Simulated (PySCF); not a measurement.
Cartesian coordinates (Å):
```xyz
11

Ta     0.2882    -0.0558     0.1202
O     -1.5806    -0.6298    -0.1030
H     -1.7250    -1.5847    -0.2358
O      1.0895     0.1353     1.8720
H      0.9497     0.9626     2.3692
O     -0.5515     1.6969     0.2650
H     -1.4982     1.9139     0.2106
O      0.8395    -1.8766    -0.0710
H      0.8771    -2.8335    -0.2080
O      1.3612     0.5471    -1.3744
H      1.2811     1.4734    -1.6691
```
Charge 0, multiplicity 1.

### Question
What LUMO, total energy, HOMO, charge on the central atom (Mulliken) and HOMO–LUMO gap does TPSSh-D3(BJ)/def2-TZVP // BP86-D3(BJ)/def2-SVP run with PySCF give?

### Answer

The LUMO is -1.40 eV and the total energy comes out as -436.5901 Ha. The HOMO is -7.65 eV. The charge on the central atom (Mulliken) comes out as 1.56 e and the HOMO–LUMO gap is 6.25 eV.
